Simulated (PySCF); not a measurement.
## 4-aminothiophenol (c1c(N)ccc(S)c1, C6H7NS)

Geometry:
```
atom   x (Å)   y (Å)   z (Å)
  N1  -2.619   0.190  -0.027
  C2  -1.242   0.061  -0.006
  C3  -0.410   1.178   0.165
  C4   0.972   1.043   0.237
  C5   1.577  -0.214   0.140
  S6   3.328  -0.468   0.218
  C7   0.752  -1.332  -0.031
  C8  -0.629  -1.198  -0.103
  H9  -2.977   1.102  -0.276
 H10  -3.130  -0.565  -0.464
 H11  -0.854   2.174   0.248
 H12   1.586   1.938   0.369
 H13   3.665   0.825   0.397
 H14   1.196  -2.327  -0.111
 H15  -1.247  -2.090  -0.234
```

Method: quadratic response CAM-B3LYP/aug-cc-pVDZ first hyperpolarisability, Taylor convention, gas phase (PySCF 2.14.0). Geometry: PBE0-D3(BJ)/def2-SVP.

Give the tensor of the second harmonic β(−2ω;ω,ω) at 1064 nm in the axes of these coordinates.

In au, Taylor convention; rows are the first index (the induced dipole):
```
       xx     yy     zz     xy     xz     yz
x  -186.3  +13.2  -91.7  +43.2  +12.5  +14.4
y   +42.8  -13.9  +16.5  +14.3  +13.4   +2.9
z   +10.6   +2.4   -5.7  +13.6  -83.4  +13.3
```
Norm of βᵢ = ⅓ Σⱼ (βᵢⱼⱼ + βⱼᵢⱼ + βⱼⱼᵢ): 262.3 au, hyper-Rayleigh value 107.7 au.
